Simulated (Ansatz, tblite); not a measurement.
Removing and adding an electron: cyclo-(GeH2)3 (Ge₃H₆). The state is a singlet with charge 0. Geometry: PBE-D4/def2-SVP. Ansatz, gas phase; energy differences of separate SCF runs; the oxidised species was run as a doublet alone; the reduced species was run as a doublet alone.

```xyz
9

Ge    0.1998    0.4706    1.3221
H     1.1588    1.6312    1.6860
H    -0.5109   -0.1194    2.5653
Ge   -1.0190    0.5655   -0.8069
H    -2.4719    0.0310   -0.8568
H    -0.8078    1.7879   -1.7344
Ge    0.8190   -1.0360   -0.5150
H     0.4812   -2.5428   -0.3945
H     2.1508   -0.7881   -1.2659
```

The xTB rows come from tblite. HOMO above LUMO, or a gap near zero within one spin, warns that the state may not be the lowest or that an electron is smeared out.

```json
{"level": "GFN1-xTB", "−HOMO (eV)": "11.09", "vertical IE (eV)": "13.18", "−LUMO (eV)": "8.09", "vertical EA (eV)": "5.35", "HOMO–LUMO gap (eV)": "3.00", "IE − EA (eV)": "7.83", "remarks": "–"}
{"level": "GFN2-xTB", "−HOMO (eV)": "9.58", "vertical IE (eV)": "12.24", "−LUMO (eV)": "5.02", "vertical EA (eV)": "2.53", "HOMO–LUMO gap (eV)": "4.57", "IE − EA (eV)": "9.71", "remarks": "–"}
{"level": "PBE-D4/def2-TZVPD", "−HOMO (eV)": "5.82", "vertical IE (eV)": "–", "−LUMO (eV)": "1.40", "vertical EA (eV)": "-0.42", "HOMO–LUMO gap (eV)": "4.42", "IE − EA (eV)": "–", "remarks": "HOMO above zero (-1 doublet), gap within one spin near zero (-1 doublet)"}
{"level": "r2SCAN-D4/def2-TZVP", "−HOMO (eV)": "6.05", "vertical IE (eV)": "8.53", "−LUMO (eV)": "1.10", "vertical EA (eV)": "–", "HOMO–LUMO gap (eV)": "4.94", "IE − EA (eV)": "–", "remarks": "–"}
{"level": "r2SCAN-D4/def2-TZVPD", "−HOMO (eV)": "6.03", "vertical IE (eV)": "–", "−LUMO (eV)": "1.12", "vertical EA (eV)": "-0.58", "HOMO–LUMO gap (eV)": "4.92", "IE − EA (eV)": "–", "remarks": "HOMO above zero (-1 doublet)"}
{"level": "PBE0-D4/def2-TZVP", "−HOMO (eV)": "6.74", "vertical IE (eV)": "8.56", "−LUMO (eV)": "0.49", "vertical EA (eV)": "–", "HOMO–LUMO gap (eV)": "6.25", "IE − EA (eV)": "–", "remarks": "–"}
{"level": "PBE0-D4/def2-TZVPD", "−HOMO (eV)": "6.73", "vertical IE (eV)": "–", "−LUMO (eV)": "0.61", "vertical EA (eV)": "-0.62", "HOMO–LUMO gap (eV)": "6.12", "IE − EA (eV)": "–", "remarks": "HOMO above zero (-1 doublet)"}
```

Run but left out: PBE-D4/def2-TZVP (charge +1 doublet: an occupied level 0.02 eV above an empty one).   A HOMO above zero means that the electron is unbound at that level or that self-interaction error raises the level; the energy of removing that electron tells which. Raw xTB energy differences between charge states are shifted by several eV; the methods need an empirical correction for them. A negative affinity means that the extra electron isn't bound; its size then hangs on the basis.
